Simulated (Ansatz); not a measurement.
Two shapes of singlet H8.

Shape 1:

```xyz
8

H     1.2150    0.0000    0.3330
H     0.0000    1.2150    0.3330
H    -1.2150    0.0000    0.3330
H     0.0000   -1.2150    0.3330
H     1.2150    0.0000   -0.3330
H     0.0000    1.2150   -0.3330
H    -1.2150    0.0000   -0.3330
H     0.0000   -1.2150   -0.3330
```

Shape 2:

```xyz
8

H     1.4040    0.0000    0.3848
H     0.0000    1.4040    0.3848
H    -1.4040    0.0000    0.3848
H     0.0000   -1.4040    0.3848
H     1.4040    0.0000   -0.3848
H     0.0000    1.4040   -0.3848
H    -1.4040    0.0000   -0.3848
H     0.0000   -1.4040   -0.3848
```

Basis set: 6-31G (spherical functions). All electrons are correlated. Charge 0, multiplicity 1.

Computed with Ansatz (development build ahead of 0.2.0); each method stands on the lowest determinant of its kind that the runs found.

**Question.** Which shape is lower in energy, and by how much in each method?

**Answer.**

```csv
method,E(2) − E(1) (eV)
RHF,-1.832
RHF-MP2,-1.920
```

Shape 2 is lower. Caution: no unrestricted run beside it, a lower state can exist.
